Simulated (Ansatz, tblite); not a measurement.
MOCl3 with several metals: gap (eV) at several levels, gas phase, relaxed structures; Ansatz, xTB through tblite. Core potentials for Nb, Ta in the def2 sets, no spin–orbit coupling. The structures are stationary points that may keep the symmetry of their start. Remarks come from the PBE and PBE0 runs and from stability tests at other levels; not every state was tested.

```json
{"species": "VOCl3 (VCl3O)", "state": "singlet", "geometry": "PBE0-D4/def2-SVP", "GFN1-xTB": "2.47", "GFN2-xTB": "2.42", "r2SCAN-D4/def2-TZVP": "3.50", "PBE0-D4/def2-SVP": "5.17", "PBE0-D4/def2-TZVP": "5.31", "remarks": "restricted SCF unstable in HF"}
{"species": "TaOCl3 (TaCl3O)", "state": "singlet", "geometry": "PBE-D4/def2-SVP", "GFN1-xTB": "4.27", "GFN2-xTB": "3.69", "r2SCAN-D4/def2-TZVP": "5.08", "PBE0-D4/def2-SVP": "6.89", "PBE0-D4/def2-TZVP": "6.82", "remarks": "–"}
{"species": "NbOCl3 (NbCl3O)", "state": "singlet", "geometry": "PBE-D4/def2-SVP", "GFN1-xTB": "2.91", "GFN2-xTB": "3.19", "r2SCAN-D4/def2-TZVP": "4.63", "PBE0-D4/def2-SVP": "6.39", "PBE0-D4/def2-TZVP": "6.36", "remarks": "–"}
```

Estimate the column for PBE-D4/def2-TZVP.

VOCl3 (VCl3O) 3.21; TaOCl3 (TaCl3O) 4.63; NbOCl3 (NbCl3O) 4.23.

Over the 3 species that have every level, the mean is 3.22 at GFN1-xTB, 3.10 at GFN2-xTB, 4.02 at PBE-D4/def2-TZVP, 4.40 at r2SCAN-D4/def2-TZVP, 6.15 at PBE0-D4/def2-SVP, 6.16 at PBE0-D4/def2-TZVP. Orbital gaps grow with the share of exact exchange and aren't one observable across functionals.
